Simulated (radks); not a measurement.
Problem. Method: Dirac Kohn-Sham, LDA (Slater exchange, Perdew-Wang correlation), spin-unpolarised, spherical densities, finite nucleus; open shells fill j = l - 1/2 first; Fermi nuclear charge, rms radius of each element as measured or else 0.836 A^(1/3) + 0.57 fm; computed with a radial shooting solver on a logarithmic mesh with Libxc functionals. Each species is in its NIST ground configuration. Rank Pb, Si, Ge, Sn, C by radius at which the density is 0.001 e/bohr^3 (bohr), largest first.

Solution. Sn 4.68, Pb 4.61, Si 4.45, Ge 4.44, C 3.69.
